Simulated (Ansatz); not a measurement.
This geometry of AsBFH5Si (9 atoms, charge 0, multiplicity 1) is a first-order saddle point.

These are results of Ansatz, RKS BHLYP/def2-SVP, not measurements.

```xyz
9
Properties=species:S:1:pos:R:3
B -0.693 0.211 0.532
Si 1.390 0.411 -0.828
F 2.443 0.699 0.381
As 0.233 -1.553 -0.242
H -1.610 0.699 -0.055
H -0.260 0.600 1.573
H 0.342 1.486 -0.702
H -0.657 -1.543 -1.463
H -1.099 -1.056 0.786
```

(1) Which two structures does it join? (They come from a converged band through this point; their orientation in space is the band's.)

(2) How far does it lie above each of them?

Results:

(1) Bonds formed: B1–As4, B1–H7.

Initial state:

```xyz
9
Properties=species:S:1:pos:R:3
B -0.733 1.065 0.745
Si 0.817 0.443 -0.324
F 2.235 0.591 0.455
As 0.421 -1.889 -0.623
H -1.779 1.276 0.200
H -0.691 1.106 1.941
H 0.996 1.042 -1.664
H -0.838 -1.631 -1.429
H -0.340 -2.049 0.680
```

Final state:

```xyz
9
Properties=species:S:1:pos:R:3
B -0.699 0.761 0.307
Si 1.533 0.470 -0.992
F 2.404 0.267 0.378
As -0.186 -1.133 -0.278
H -1.636 1.182 -0.314
H -0.621 0.910 1.493
H 0.312 1.432 -0.194
H -1.105 -1.821 -1.222
H 0.085 -2.114 0.805
```

(2) 158.5 kJ/mol above the first and 86.4 kJ/mol above the second. This is the barrier of this one path; another mechanism may lie lower.

Run time: 4.7 min on 2 threads of Intel(R) Xeon(R) Platinum 8488C (Sapphire Rapids) (shared host), peak memory 0.25 GiB.
